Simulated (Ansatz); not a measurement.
Ansatz (a program for electronic structure) input:

Ansatz 0.2 input:
```yaml
crystal:
  periodic: [false, false, false]
  atoms:
    - {symbol: Y, position_ang: [0.33261664, 0.04192866, -0.05416250]}
    - {symbol: F, position_ang: [-1.03360201, 1.11750172, -0.86898011]}
    - {symbol: F, position_ang: [-0.40773676, -1.29919258, 1.10368429]}
basis:
  gaussian:
    orbitals: def2-SVPD
total_charge: 1
magnetization: {spin_polarized: false}
correlation: {method: ccsd_t, electrons: outside_noble_gas}
output: {forces: true}
```

Task: What final total energy does it print?

Result: -236.99330 Eh (CCSD(T)/def2-SVPD). The basis has 80 functions.

The spin state was set by rule; other spins were not relaxed.
